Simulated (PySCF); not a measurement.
ethylbutylamine (SMILES CCCCNCC)

Molfile (atoms numbered from 1):
```
C6H15N
     RDKit          3D

 22 21  0  0  0  0  0  0  0  0999 V2000
   -3.6031   -0.5779    0.0477 C   0  0  0  0  0  0  0  0  0  0  0  0
   -2.4933    0.4517    0.1887 C   0  0  0  0  0  0  0  0  0  0  0  0
   -1.0962   -0.1518    0.1656 C   0  0  0  0  0  0  0  0  0  0  0  0
    0.0110    0.8854    0.3548 C   0  0  0  0  0  0  0  0  0  0  0  0
    1.3694    0.3937    0.3623 N   0  0  0  0  0  0  0  0  0  0  0  0
    1.8676   -0.1287   -0.8899 C   0  0  0  0  0  0  0  0  0  0  0  0
    3.3252   -0.5308   -0.7697 C   0  0  0  0  0  0  0  0  0  0  0  0
   -3.5149   -1.1330   -0.9001 H   0  0  0  0  0  0  0  0  0  0  0  0
   -3.5678   -1.3172    0.8640 H   0  0  0  0  0  0  0  0  0  0  0  0
   -4.5988   -0.1093    0.0667 H   0  0  0  0  0  0  0  0  0  0  0  0
   -2.6288    1.0169    1.1282 H   0  0  0  0  0  0  0  0  0  0  0  0
   -2.5771    1.1992   -0.6201 H   0  0  0  0  0  0  0  0  0  0  0  0
   -0.9474   -0.6903   -0.7867 H   0  0  0  0  0  0  0  0  0  0  0  0
   -1.0109   -0.9152    0.9615 H   0  0  0  0  0  0  0  0  0  0  0  0
   -0.0685    1.6484   -0.4408 H   0  0  0  0  0  0  0  0  0  0  0  0
   -0.1670    1.4267    1.3013 H   0  0  0  0  0  0  0  0  0  0  0  0
    1.4936   -0.2941    1.1027 H   0  0  0  0  0  0  0  0  0  0  0  0
    1.7671    0.6674   -1.6491 H   0  0  0  0  0  0  0  0  0  0  0  0
    1.2849   -0.9914   -1.2832 H   0  0  0  0  0  0  0  0  0  0  0  0
    3.9283    0.3159   -0.4096 H   0  0  0  0  0  0  0  0  0  0  0  0
    3.4502   -1.3599   -0.0537 H   0  0  0  0  0  0  0  0  0  0  0  0
    3.7279   -0.8671   -1.7367 H   0  0  0  0  0  0  0  0  0  0  0  0
  1  2  1  0
  2  3  1  0
  3  4  1  0
  4  5  1  0
  5  6  1  0
  6  7  1  0
  1  8  1  0
  1  9  1  0
  1 10  1  0
  2 11  1  0
  2 12  1  0
  3 13  1  0
  3 14  1  0
  4 15  1  0
  4 16  1  0
  5 17  1  0
  6 18  1  0
  6 19  1  0
  7 20  1  0
  7 21  1  0
  7 22  1  0
M  END
```

Theory: quadratic response CAM-B3LYP/aug-cc-pVDZ first hyperpolarisability, Taylor convention, gas phase (PySCF 2.14.0). Geometry: PBE0-D3(BJ)/def2-SVP.

(1) Give the tensor of the second harmonic β(−2ω;ω,ω) at 1907 nm in the axes of these coordinates.

Answers

(1) In au, Taylor convention; rows are the first index (the induced dipole):
|  | xx | yy | zz | xy | xz | yz |
| --- | --- | --- | --- | --- | --- | --- |
| x | +39.5 | -7.9 | -19.7 | -9.2 | -13.5 | -16.4 |
| y | -9.2 | +15.5 | +30.6 | -7.9 | -16.4 | +4.9 |
| z | -13.2 | +4.9 | +20.4 | -16.2 | -19.6 | +30.7 |

Norm of βᵢ = ⅓ Σⱼ (βᵢⱼⱼ + βⱼᵢⱼ + βⱼⱼᵢ): 40.6 au, hyper-Rayleigh value 31.1 au.
